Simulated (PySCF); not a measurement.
Gas-phase equilibrium of 1 mol GeCl₄, 52 mol H₂ at 800 K and 1.00 bar, among 17 species (GeH₄, Ge₂H₆, GeH₃Cl, HCl, GeCl₃, H, H₂, Ge₃H₈, GeHCl₃, GeH₃, GeCl₄, Cl, Cl₂, GeCl₂, GeHCl, GeH₂, GeH₂Cl₂). Only gases are allowed; each row takes one source of thermochemistry for all species, and Cantera finds the minimum.

Method: PySCF energies plus ideal-gas RRHO corrections (1 bar). † marks an energy on the PBE0/def2-TZVP geometry and frequencies; other levels use their own. CCSD(T) freezes the core. 6-31G* has spherical d functions here. The species in the table below are closed-shell singlets. B3LYP is the form with VWN-RPA correlation. Ge: all electrons, no relativistic terms. CCSD(T) isn't extrapolated to the basis-set limit. The harmonic model lacks anharmonicity and excited electronic states, which grow with temperature; levels with a mode under 35 cm⁻¹ are left out.

Molecules larger than those listed are left out, and so are free Ge atoms, whose spin-orbit terms are large.

With B3LYP/6-31G* thermochemistry: H₂ 0.94, HCl 0.037, GeCl₂ 0.019, GeHCl₃ 1.8e-6, GeH₂Cl₂ 8.6e-8, GeCl₄ 3.0e-6, GeH₃Cl 8.3e-10, GeH₄ 4.1e-12.

### Question
How far does the composition move with the other sources (CCSD(T)/def2-SVP†, HF/6-31G*, HF/def2-TZVP†, PBE/def2-SVP)?

### Answer
| thermochemistry | x H₂ | x HCl | x GeCl₂ | x GeHCl₃ | x GeH₂Cl₂ | x GeCl₄ | x GeH₃Cl | x GeH₄ |
|---|---|---|---|---|---|---|---|---|
| B3LYP/6-31G* | 0.94 | 0.037 | 0.019 | 1.8e-6 | 8.6e-8 | 3.0e-6 | 8.3e-10 | 4.1e-12 |
| CCSD(T)/def2-SVP† | 0.95 | 0.036 | 0.018 | 0.00036 | 0.00013 | 0.00014 | 1.9e-5 | 3.1e-6 |
| HF/6-31G* | 0.94 | 0.037 | 0.018 | 0.00024 | 0.00015 | 2.5e-5 | 1.2e-5 | 1.5e-7 |
| HF/def2-TZVP† | 0.94 | 0.037 | 0.018 | 0.00035 | 0.00018 | 5.0e-5 | 1.4e-5 | 2.9e-7 |
| PBE/def2-SVP | 0.94 | 0.037 | 0.018 | 1.9e-5 | 1.5e-6 | 2.1e-5 | 4.1e-8 | 1.4e-9 |
The most sensitive of these is GeH₄: it spans a factor of 10^5.9 over these rows; at this temperature one factor of ten is RT ln 10 = 15 kJ/mol.
